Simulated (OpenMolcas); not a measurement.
An atom or ion with 44 electrons was computed by XMS-CASPT2, IPEA 0.25 Eh, imaginary shift 0.1 Eh with spin-orbit coupling (OpenMolcas, ANO-RCC-VTZP, DKH2). The lowest levels that the run gave, each within 12 % of the measured value where one is at hand:

```csv
J,Parity,E (cm-1),g
4,even,0.0,1.249
3,even,3980,1.084
2,even,5660,0.723
2,even,12040,1.242
1,even,16100,1.501
0,even,16350,
2,even,17250,1.202
4,even,21030,1.002
0,even,48320,
```

Question: Which ion is it, and what are the configurations and terms?

Answer: Ag IV (Z = 47, charge +3; active space 8 electrons in 5 orbitals (4d)). J, parity and g give the terms where levels are pure, and mixed ones are named by the computed weights; the size of the splittings, set against known spectra of the 44-electron sequence, gives the charge. In order, with the measured energies in cm-1 (the list in Gamrath, thesis, University of Mons (2023)): 4d8 3F4, 4d8 3F3 (4172), 4d8 3F2 (5830), 4d8 3P2 [56 %] (11872), 4d8 3P1 (15900), 4d8 3P0 (16092), 4d8 1D2 [53 %], 4d8 1G4 (20570), 4d8 1S0 (47139).

CASPT2 breaks the degeneracy within a term, and the mean is taken; among the terms shown or strongly mixed into the levels shown the widest spread is 830 cm-1 (4d8 1G). Computed and measured levels are paired by configuration, term and J; levels that our copy of the source lacks, or whose pairing is in doubt (as where it misses far off the trend of its configuration), stay unpaired and out of the deviations. Only configurations of the active space appear.

A share in square brackets marks a mixed level and gives the weight of the term that names it.
